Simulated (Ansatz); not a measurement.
CH2BCl, SMILES `B[C]Cl` (excited triplet) (charge 0, multiplicity 3). This triplet is an excited state, 0.37 eV above the relaxed singlet at the level frozen-core CCSD(T)/cc-pVTZ // PBE0-D3(BJ)/def2-TZVP (Ansatz, a quantum-chemistry and plane-wave program).

Level of theory: BLYP/cc-pVTZ // PBE0-D3(BJ)/def2-TZVP in Ansatz.

Ansatz 0.2 input:
```yaml
crystal:
  periodic: [false, false, false]
  atoms:
    - { symbol: B, position_ang: [-0.642776, -0.059923, -0.00208] }
    - { symbol: C, position_ang: [0.803326, -0.457575, 0.026586] }
    - { symbol: Cl, position_ang: [2.247302, 0.323626, 0.002052] }
    - { symbol: H, position_ang: [-1.480399, -0.908593, 0.030117] }
    - { symbol: H, position_ang: [-0.927452, 1.102463, -0.056675] }
basis:
  gaussian: { orbitals: cc-pVTZ }
hamiltonian:
  xc: blyp
magnetization:
  spin_polarized: true
  initial_magnetization: 2
```

Output:

```
Functional definition: BLYP
769 factors; their error is unknown
mean field evaluation 1: about -14251.1857 eV, gradient 4.9e1 eV
mean field evaluation 2: about -14202.7681 eV, gradient 1.0e2 eV
mean field evaluation 4: about -14265.1245 eV, gradient 3.3e0 eV
mean field evaluation 8: about -14265.1924 eV, gradient 1.9e-1 eV
mean field evaluation 16: about -14265.1700 eV, gradient 2.0e-4 eV
mean field -14265.16999193 eV, -524.2353279240 hartree, gradient 5.1e-6 eV, S^2 2.004597; 0 other end points of the search recorded, 0 dependent functions left out
reference -14265.17029546 eV, -524.2353390784 hartree; 16, 14 occupied and 106, 108 virtual orbitals, 769 factors
Total energy: -14265.17029546 eV, -524.2353390784 hartree
```
